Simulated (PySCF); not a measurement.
A calculated (LDA, PySCF 2.14, x2c-TZVPPall, the spin-free X2C one-electron Hamiltonian (Gaussian nucleus)) atom or ion has these occupied shells.

| shell | electrons | orbital energy (eV) | rms radius, mean of both spins (bohr) |
| --- | --- | --- | --- |
| 1s α | 1 | -17771.2 | 0.0426 |
| 1s β | 1 | -17771.2 | 0.0426 |
| 2s α | 1 | -2462.0 | 0.176 |
| 2s β | 1 | -2461.8 | 0.176 |
| 2p α | 3 | -2197.9 | 0.157 |
| 2p β | 3 | -2197.8 | 0.157 |
| 3s α | 1 | -400.74 | 0.492 |
| 3s β | 1 | -400.59 | 0.492 |
| 3p α | 3 | -314.64 | 0.499 |
| 3p β | 3 | -314.48 | 0.499 |
| 3d α | 5 | -172.56 | 0.498 |
| 3d β | 5 | -172.35 | 0.498 |
| 4s α | 1 | -52.581 | 1.30 |
| 4s β | 1 | -51.406 | 1.30 |
| 4p α | 3 | -30.824 | 1.48 |
| 4p β | 3 | -29.461 | 1.48 |
| 5s α | 1 | -4.414 | 4.02 |
| 4d α | 3 | -3.026 | 2.79 |

Task: Name the element and its charge.

Result: Zr (zirconium, neutral), in [Kr] 4d3 5s1, high-spin 5F determinant (an excited configuration).
